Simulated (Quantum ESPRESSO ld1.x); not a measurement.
Task: Pr, configuration [Xe] 4f3 6s2. Method: Dirac Kohn-Sham, OLYP, spin-unpolarised, spherical densities, point nucleus; open shells fill j = l - 1/2 first; computed with ld1.x of Quantum ESPRESSO 7.5.

Spin-orbit splittings of the eigenvalues, e(l+1/2) - e(l-1/2), with zeta = 2 splitting/(2l+1) and mean radii in bohr:

| shell | occ. | splitting (eV) | zeta (eV) | <r> j=l-1/2 | <r> j=l+1/2 |
|---|---|---|---|---|---|
| 2p | 6 | 482.1 | 321.4 | 0.08605 | 0.09235 |
| 3p | 6 | 95.63 | 63.75 | 0.2616 | 0.2739 |
| 3d | 10 | 20.65 | 8.259 | 0.2450 | 0.2488 |
| 4p | 6 | 20.60 | 13.73 | 0.6398 | 0.6677 |
| 4d | 10 | 3.620 | 1.448 | 0.7206 | 0.7307 |
| 4f | 3 | 0.3453 | 0.09866 | 1.176 | 1.204 |
| 5p | 6 | ? | ? | 1.700 | 1.788 |

Estimate the 5p splitting.

Result: 2.800 eV (zeta = 1.867 eV).
